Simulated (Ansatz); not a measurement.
Gas-phase electronic energies from Ansatz, PBE0-D4/def2-TZVP geometries. CCSD(T)/CBS adds triple-zeta CCSD(T) − MP2 to the extrapolated MP2 energy (def2 sets, frozen cores). DFT in def2-TZVPP. HSE06 is defined as in plane-wave codes. For Ga, Ge outer-core shells are correlated without core-valence functions, which leaves a few kJ/mol of doubt a bond. Scalar relativity is left out up to krypton. One conformer a species, not always the lowest.

Reaction (redistribution): `C[O][GeH2][C]#N` + `C#[C][Ga]([F])[Cl]` → `C[O][GeH]([F])[C]#N` + `C#[C][GaH][Cl]`

`C[O][GeH2][C]#N`:

Cartesian coordinates in Å:
```
C -1.136 -1.283 -0.424
O -0.725 0.066 -0.389
Ge 0.821 0.443 0.374
C 0.964 2.348 0.185
N 1.090 3.488 0.094
H -1.259 -1.704 0.583
H -0.434 -1.915 -0.982
H -2.104 -1.321 -0.928
H 0.800 0.095 1.867
H 1.984 -0.216 -0.380
```

`C#[C][Ga]([F])[Cl]`:

```xyz
6

C     1.147    1.414    0.591
C     0.448    0.516    0.194
Ga   -0.660   -0.880   -0.408
F    -0.186   -1.856   -1.766
Cl   -2.517   -1.403    0.449
H     1.768    2.209    0.941
```

`C[O][GeH]([F])[C]#N`:

Cartesian coordinates in Å:
```
C -0.838 0.397 1.518
O -0.096 -0.461 0.667
Ge 0.337 0.062 -0.938
F 1.487 1.344 -0.826
C 1.263 -1.424 -1.706
N 1.790 -2.314 -2.209
H -1.133 -0.187 2.390
H -0.234 1.246 1.851
H -1.746 0.774 1.033
H -0.831 0.564 -1.781
```

`C#[C][GaH][Cl]`:

Cartesian coordinates in Å:
```
C 0.918 0.921 -1.370
C 0.330 0.384 -0.462
Ga -0.595 -0.434 0.982
Cl -1.051 -2.508 0.725
H 1.438 1.391 -2.175
H -1.039 0.245 2.300
```

```
              species  HSE06-D4 energy (Eh)
    `C[O][GeH2][C]#N`           -2285.75798
 `C#[C][Ga]([F])[Cl]`           -2561.22727
`C[O][GeH]([F])[C]#N`           -2384.99548
     `C#[C][GaH][Cl]`           -2461.98483
```

Task: Work out ΔE.

Result: ΔE = (-2384.99548) + (-2461.98483) − (-2285.75798) − (-2561.22727) = 0.00494 Eh = +0.13 eV. CCSD(T)/CBS gives +0.14 eV.

Task: What do rigid-rotor, harmonic-oscillator terms from PBE0-D4/def2-TZVP frequencies (298.15 K, 1 bar) make of the CCSD(T)/CBS value? (Estimate.)

Result: The calculation gave: ΔZPE = -0.01 eV, ΔH = +0.13 eV, ΔS = -3 J/(mol·K), ΔG = +0.13 eV. Modes under 50 cm⁻¹ make the entropy rough.

Largest T1 diagnostic among the species: 0.014.

At CCSD(T), def2-SVP lies +0.09 eV from the extrapolated value and def2-TZVPP +0.01 eV. Leaving LDA and LC-ωPBE aside and taking each functional with its dispersion term where it has one, the values, not all of them listed here, spread over 0.07 eV, from B97M-V to PBE-QIDH.
